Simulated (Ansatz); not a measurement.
Cost and result for the atomization energy of C₂H₇NOSi, SMILES `C=N[SiH](C)O` (12 atoms, 11 bonds).

```xyz
12

C    -0.566   -2.100   -0.383
N    -0.277   -0.997   -0.911
Si   -0.341    0.555   -0.130
C     1.375    1.248   -0.089
O    -0.884    0.502    1.431
H    -0.912   -2.214    0.656
H    -0.480   -3.031   -0.957
H    -1.276    1.369   -0.952
H     2.013    0.640    0.556
H     1.370    2.269    0.300
H     1.810    1.257   -1.090
H    -1.831    0.502    1.571
```

Charge 0, multiplicity 1. The structure was optimised at the PBE0-D4/def2-TZVP level. It is one conformer, not always the lowest. Program: Ansatz. All runs use 4 threads of an Intel Xeon 6975P-C on a shared host. Times are those of one run each, without the atoms' runs, and a repeat can differ threefold. Electronic energies, without spin–orbit coupling; frozen cores. CCSD(T)/CBS adds CCSD(T) − MP2 in def2-TZVPP to the MP2 limit, and its time is that of the two runs behind it. T1 = 0.012. B3LYP takes the VWN-RPA correlation (the form of Gaussian; ORCA's B3LYP/G). HSE06 is the plane-wave form, built on full-range PBE exchange.

CCSD(T)/CBS is a level of theory with its own doubt, some kJ/mol a heavy atom from the limit and from the frozen cores, so smaller differences don't rank the functionals.

```json
{"level": "LDA (SPW92)/def2-TZVPP", "functions": "264", "wall time": "0.75 s", "atomization (kJ/mol)": "5268.9", "difference from CCSD(T)/CBS": "634.8", "per bond": "57.7"}
{"level": "revPBE-D4/def2-TZVPP", "functions": "264", "wall time": "1 s", "atomization (kJ/mol)": "4598.0", "difference from CCSD(T)/CBS": "-36.1", "per bond": "-3.3"}
{"level": "PBE-D4/def2-TZVPP (with forces)", "functions": "264", "wall time": "1.4 s", "atomization (kJ/mol)": "4708.5", "difference from CCSD(T)/CBS": "74.4", "per bond": "6.8"}
{"level": "PBE0-D4/def2-TZVPP", "functions": "264", "wall time": "1.5 s", "atomization (kJ/mol)": "4618.4", "difference from CCSD(T)/CBS": "-15.7", "per bond": "-1.4"}
{"level": "HSE06-D4/def2-TZVPP", "functions": "264", "wall time": "1.8 s", "atomization (kJ/mol)": "4621.9", "difference from CCSD(T)/CBS": "-12.2", "per bond": "-1.1"}
{"level": "r2SCAN-D4/def2-TZVPP (with forces)", "functions": "264", "wall time": "2 s", "atomization (kJ/mol)": "4625.9", "difference from CCSD(T)/CBS": "-8.2", "per bond": "-0.8"}
{"level": "r2SCANh-D4/def2-TZVPP", "functions": "264", "wall time": "2.2 s", "atomization (kJ/mol)": "4594.7", "difference from CCSD(T)/CBS": "-39.4", "per bond": "-3.6"}
{"level": "B3LYP-D4/def2-TZVPP (with forces)", "functions": "264", "wall time": "2.5 s", "atomization (kJ/mol)": "4637.3", "difference from CCSD(T)/CBS": "3.2", "per bond": "0.3"}
{"level": "CCSD(T)/def2-SVP", "functions": "109", "wall time": "2.6 s", "atomization (kJ/mol)": "4330.3", "difference from CCSD(T)/CBS": "-303.8", "per bond": "-27.6"}
{"level": "B97M-V/def2-TZVPP", "functions": "264", "wall time": "3.5 s", "atomization (kJ/mol)": "4633.9", "difference from CCSD(T)/CBS": "-0.2", "per bond": "0.0"}
{"level": "MP2/def2-QZVPP", "functions": "508", "wall time": "13 s", "atomization (kJ/mol)": "4652.3", "difference from CCSD(T)/CBS": "18.2", "per bond": "1.7"}
{"level": "CCSD(T)/def2-TZVPP", "functions": "264", "wall time": "39 s", "atomization (kJ/mol)": "4504.9", "difference from CCSD(T)/CBS": "-129.2", "per bond": "-11.7"}
{"level": "CCSD(T)/CBS(def2)", "functions": "–", "wall time": "52 s", "atomization (kJ/mol)": "4634.1", "difference from CCSD(T)/CBS": "0.0", "per bond": "0.0"}
```

The D4 term adds +37.5 kJ/mol with B3LYP and +19.8 kJ/mol with PBE0; it sums over pairs of atoms, weighted by their polarisabilities, and B3LYP, whose exchange is more repulsive, gets the larger term. At CCSD(T), def2-SVP lies −303.9 kJ/mol from the extrapolated value and def2-TZVPP −129.2 kJ/mol: correlation converges slowly with the basis, and small sets miss more of it in the bonded molecule than in its fragments. Leaving LDA and LC-ωPBE aside and taking each functional with its dispersion term where it has one, the values, not all of them listed here, spread over 211.8 kJ/mol, from BHLYP-D4 to PBE-D4. LDA lies +583.8 kJ/mol from PBE without D4, its usual overbinding.
